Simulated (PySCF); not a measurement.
H2W, SMILES [WH2] (connectivity only; charge and spin as stated), neutral, multiplicity 5.

Geometry: PBE-D3(BJ)/def2-TZVPD. The multiplicity is an assumed one; other spin states were not compared. The def2 effective core potentials stand for the cores of W; spin–orbit coupling is left out.

Two levels are set side by side: PBE/def2-TZVPD (PySCF) and ωB97X/def2-TZVPD (PySCF). Same geometry, gas phase. Differences are taken from unrounded values.

```csv
quantity,ωB97X,PBE,PBE minus ωB97X
α-spin orbital gap (eV),8.27,1.95,-6.32
β-spin orbital gap (eV),9.34,4.41,-4.93
dipole moment (D),2.47,1.98,-0.49
mean polarisability (bohr³),58.0,56.1,-1.9
```

Rough cost on one machine, each run with all the roots and properties that it gave: ωB97X against PBE within a factor of 2.
